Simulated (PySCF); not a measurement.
ClF₃H₂Si₂, SMILES F[Si](F)(F)[SiH2]Cl.

The structure is a stationary point at B3LYP-D3(BJ)/def2-SVP. This is a generated structure with no PubChem entry under its InChIKey; it may be hypothetical. One conformer was computed; it need not be the lowest.

These are PySCF with B3LYP-D3(BJ)/def2-SVP values and carry that method's errors.

Frequencies are harmonic and unscaled.

```
mode  ν (cm⁻¹)  IR (km/mol)  Raman (Å⁴/amu)  depolarisation  moving atoms (share of kinetic energy)
----  --------  -----------  --------------  --------------  --------------------------------------
1           35          1.1             0.3            0.75         F 42 %, Cl 27 %, Si 23 %, H 9 %
2           74          2.7             0.3            0.73                F 48 %, Cl 41 %, Si 10 %
3          132          1.3             0.4            0.75                 F 66 %, Si 21 %, H 13 %
4          176          0.0             3.0            0.59                F 58 %, Cl 23 %, Si 18 %
5          290         39.5             3.6            0.26                         F 61 %, Si 36 %
6          292         17.8             0.3            0.75                         F 83 %, Si 14 %
7          315         35.4             2.0            0.54                         F 63 %, Si 35 %
8          487         72.6             8.6            0.03                         Si 57 %, F 34 %
9          505         12.5             4.4            0.75                         H 74 %, Si 20 %
10         554         38.7             6.0            0.59                        Si 51 %, Cl 39 %
11         691          1.9            18.6            0.75                                  H 97 %
12         805        332.6             7.4            0.48                 H 55 %, F 30 %, Si 15 %
13         874         54.1             4.8            0.56                 H 37 %, F 33 %, Si 29 %
14         937         43.5            16.7            0.69                                  H 90 %
15         967        157.6             1.4            0.75                         F 50 %, Si 48 %
16         972        137.2             1.4            0.75                         F 51 %, Si 49 %
17        2244         57.4           206.2            0.07                                  H 98 %
18        2254         76.3           101.3            0.75                                  H 96 %
```
